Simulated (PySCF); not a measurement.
Ta(F)6, SMILES [F][Ta-]([F])([F])([F])([F])[F] (charge -1), singlet (B3LYP/def2-SVP optimised geometry):

```
7

Ta     0.000     0.000     0.000
F     -1.924     0.002    -0.006
F      1.924     0.000     0.000
F      0.002    -0.004    -1.923
F      0.003     1.923     0.000
F     -0.001    -1.923     0.006
F     -0.005     0.003     1.923
```

Level of theory: B3LYP/def2-TZVPD, def2 effective core potentials past Kr (PySCF).

Task: What are the frontier orbital energies?

Result: HOMO-2 -6.14 eV, HOMO-1 -6.14 eV, HOMO -6.14 eV, LUMO 2.77 eV, LUMO+1 2.77 eV.

On the same geometry PBE/def2-TZVPD, def2 effective core potentials past Kr in PySCF gives HOMO-2 -4.38 eV, HOMO-1 -4.38 eV, HOMO -4.37 eV, LUMO 2.27 eV, LUMO+1 2.27 eV.
